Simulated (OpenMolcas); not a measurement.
Computed levels of 5d6 in ions with 74 electrons, in cm-1 above 5D4.

```json
{"Program": "OpenMolcas 26.06", "Method": "XMS-CASPT2, IPEA 0.25 Eh, imaginary shift 0.1 Eh", "Basis": "ANO-RCC-VTZP", "Scalar Hamiltonian": "DKH2, point nucleus", "Spin-orbit coupling": "state interaction with AMFI integrals over the reference wave functions, term energies averaged over their components"}
```

Active space for each ion: 6 electrons in 5 orbitals (5d); closed shells correlated by CASPT2: 5s 5p.

| Level | Os2+ | Ir3+ | Au5+ |
| --- | --- | --- | --- |
| 5D3 | 4600 | 6110 | 10010 |
| 5D1 | 7050 | 9080 | 13850 |
| 5D0 | 7320 | 9300 | 13440 |
| 3G5 | 16640 | 19160 | 24670 |
| 3H6 | 17050 | 19700 | 25270 |
| 3F2(1) | 19760 | 23030 | 30130 |
| 1S0(1) | 21500 | 26260 | 35890 |
| 3D1 | 23750 | 28030 | 37150 |
| 3D2 | 24770 | 29270 | 38580 |

Task: Estimate 5D0, 3G5, 3H6 for Pt4+ from its neighbours Ir3+ and Au5+.

Result: 5D0 is fine structure, which grows about as the fourth power of a screened charge, so the fourth roots are averaged: ((9300^0.25 + 13440^0.25) / 2)^4 = 11227. The calculation gives 11250, so the estimate is off by -0.2 %.
3G5 is another term, which grows about linearly with the charge: (19160 + 24670) / 2 = 21915. The calculation gives 21800, so the estimate is off by +0.5 %.
3H6 is another term, which grows about linearly with the charge: (19700 + 25270) / 2 = 22485. The calculation gives 22350, so the estimate is off by +0.6 %.

Mixed levels, with the weight of the term that names them: Os2+ 3G5 (51 %), Os2+ 3F2(1) (75 %), Os2+ 1S0(1) (62 %), Os2+ 3D1 (72 %), Os2+ 3D2 (70 %), Ir3+ 3G5 (52 %), Ir3+ 3F2(1) (69 %), Ir3+ 1S0(1) (62 %), Ir3+ 3D1 (72 %), Ir3+ 3D2 (67 %), Pt4+ 5D0 (73 %), Pt4+ 3G5 (53 %), Pt4+ 3F2(1) (64 %), Pt4+ 1S0(1) (61 %), Pt4+ 3D1 (71 %), Pt4+ 3D2 (64 %), Au5+ 5D4 (74 %), Au5+ 5D0 (66 %), Au5+ 3G5 (54 %), Au5+ 3F2(1) (54 %), Au5+ 1S0(1) (59 %), Au5+ 3D1 (70 %), Au5+ 3D2 (61 %).

CASPT2 breaks the degeneracy within a term, and the mean is taken; among the terms shown or strongly mixed into the levels shown the widest spread is 1400 cm-1 (5d6 1I, Os2+). The CASPT2 spread within a term exceeds the gap to the next term for 5d6 3H and 5d6 3P(1), 5d6 3P(1) and 5d6 3F(1), 5d6 3D and 5d6 1I and others, so the order of their levels is uncertain, and so are names and mixing where such terms share a J (figures for Os2+; the like holds for Ir3+, Pt4+, Au5+). Configurations with an s electron lie low in 5d ions of this charge, fall among these levels and mix in, so low-spin terms can stand far too high, up to twice their true height, and weights are not those of the real levels (holds for Os2+). Levels of configurations outside the active space are missing.

A number in round brackets counts repeated terms of one configuration in the order of the reference energies.
